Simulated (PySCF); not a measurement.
Input for PySCF: D3(BJ) and D4 dispersion corrections on C2H4S (a complex), monomers drawn apart or pushed together.

```python
from pyscf import gto
from pyscf.dispersion import dftd3, dftd4

mol = gto.M(
    atom='''
    C     0.51859422    0.27175526   -0.15663105
    C    -0.59238015   -0.14862288   -0.00710462
    H     1.50477007    0.64605088   -0.28864041
    H    -1.57910562   -0.52088284    0.12655946
    S     0.18641533    0.93696054    4.15114962
    H     0.67661065   -0.29728532    4.34786812
    H     0.08734652    0.75026790    2.82357008
    ''',
    basis='def2-svp',
    charge=0, spin=0, verbose=0, max_memory=1800)
d3, d4 = {}, {}
for xc in ['hf', 'pbe', 'blyp', 'revpbe', 'tpss', 'r2scan', 'b3lyp', 'pbe0', 'bhlyp', 'camb3lyp', 'b2plyp']:
    d3[xc] = float(dftd3.DFTD3Dispersion(mol, xc=xc, version='d3bj', atm=False).get_dispersion()['energy'])
    print(f'D3(BJ) {xc:10s} {d3[xc]:14.8f} Eh')
for xc in ['hf', 'pbe', 'blyp', 'revpbe', 'tpss', 'r2scan', 'b3lyp', 'pbe0', 'bhlyp', 'camb3lyp', 'b2plyp']:
    d4[xc] = float(dftd4.DFTD4Dispersion(mol, xc={'camb3lyp': 'cam-b3lyp'}.get(xc, xc), atm=True).get_dispersion()['energy'])
    print(f'D4     {xc:10s} {d4[xc]:14.8f} Eh')
```

Program output:

```
D3(BJ) hf            -0.02554358 Eh
D3(BJ) pbe           -0.00301121 Eh
D3(BJ) blyp          -0.00615552 Eh
D3(BJ) revpbe        -0.00748345 Eh
D3(BJ) tpss          -0.00377858 Eh
D3(BJ) r2scan        -0.00096691 Eh
D3(BJ) b3lyp         -0.00502832 Eh
D3(BJ) pbe0          -0.00263573 Eh
D3(BJ) bhlyp         -0.00385465 Eh
D3(BJ) camb3lyp      -0.00242104 Eh
D3(BJ) b2plyp        -0.00231721 Eh
D4     hf            -0.00873760 Eh
D4     pbe           -0.00248981 Eh
D4     blyp          -0.00531595 Eh
D4     revpbe        -0.00791778 Eh
D4     tpss          -0.00333785 Eh
D4     r2scan        -0.00074820 Eh
D4     b3lyp         -0.00388653 Eh
D4     pbe0          -0.00215709 Eh
D4     bhlyp         -0.00280141 Eh
D4     camb3lyp      -0.00219679 Eh
D4     b2plyp        -0.00177470 Eh
```

The run finished.

Cost: around 0.05 core-seconds (rough).
